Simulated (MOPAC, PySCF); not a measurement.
[W(Cl)6], neutral singlet in the gas phase. 

Cartesian coordinates (Å):
```xyz
7

W      0.0000     0.0000     0.0000
Cl    -2.0160     0.3623     1.0894
Cl    -1.0169     0.4588    -2.0342
Cl    -0.5331    -2.2451    -0.2399
Cl     0.5331     2.2451     0.2399
Cl     2.0160    -0.3623    -1.0894
Cl     1.0169    -0.4588     2.0342
```
Charge 0, spin multiplicity 1.

All levels are single points at this geometry (PBE-D3(BJ)/def2-SVP); Pople sets use spherical d functions. Orbital energies aren't observables, and empty levels follow the basis.

```json
[
 {"level": "PBE-D3(BJ)/def2-TZVP in PySCF", "HOMO (eV)": "-7.85", "LUMO (eV)": "-5.74", "gap (eV)": "2.11", "dipole (D)": "0.00", "vertical IE, Delta-SCF (eV)": "–"},
 {"level": "TPSSh-D3(BJ)/def2-TZVP in PySCF", "HOMO (eV)": "-8.52", "LUMO (eV)": "-5.63", "gap (eV)": "2.89", "dipole (D)": "0.00", "vertical IE, Delta-SCF (eV)": "–"},
 {"level": "B3LYP/6-311+G** (LANL2DZ on W) in PySCF", "HOMO (eV)": "-9.10", "LUMO (eV)": "-5.93", "gap (eV)": "3.17", "dipole (D)": "0.00", "vertical IE, Delta-SCF (eV)": "–"},
 {"level": "B3LYP/LANL2DZ in PySCF", "HOMO (eV)": "-9.48", "LUMO (eV)": "-6.35", "gap (eV)": "3.13", "dipole (D)": "0.00", "vertical IE, Delta-SCF (eV)": "–"},
 {"level": "SVWN5/6-31G* (LANL2DZ on W) in PySCF", "HOMO (eV)": "-8.12", "LUMO (eV)": "-6.24", "gap (eV)": "1.88", "dipole (D)": "0.00", "vertical IE, Delta-SCF (eV)": "–"},
 {"level": "PM6 in MOPAC", "HOMO (eV)": "-10.09", "LUMO (eV)": "-1.00", "gap (eV)": "9.09", "dipole (D)": "0.00", "vertical IE, Delta-SCF (eV)": "–"}
]
```
